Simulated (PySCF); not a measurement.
```xyz
4
charge 1 multiplicity 1, angstrom
Sn    0.0000    0.0000    0.0000
I     0.0016    0.0000    2.5913
I     2.2433    0.0000   -1.2970
I    -2.2449    0.0000   -1.2942
```

All numbers come from PySCF, PBE0, basis Sn def2-TZVP with ECP28, I def2-TZVP with ECP28 (scalar-relativistic core potentials, no spin–orbit coupling, density fitting).

This geometry of SnI₃⁺ is a stationary point at this level.

**Question.** What is the point group?

**Answer.** D3h.

**Question.** Is it a minimum?

**Answer.** Yes: all harmonic wavenumbers are real, though the softest, 53 cm⁻¹, leaves little margin.

**Question.** Give the atomic charges and bond orders.

**Answer.** 
| atom | Mulliken | Löwdin | polar tensor | Mayer order to Sn1 |
| --- | --- | --- | --- | --- |
| Sn1 | 0.75 | -0.15 | 1.39 | – |
| I2,3,4 | 0.08 | 0.38 | -0.13 | 1.28 |

**Question.** Give the ideal-gas entropy at 298.15 K and 1 bar by parts.

**Answer.** translation 186.4, rotation 125.7, vibration 81.1, spin 0.0; total 393.2 J/(mol K).

Only a few start shapes were tried, so a lower isomer may exist.
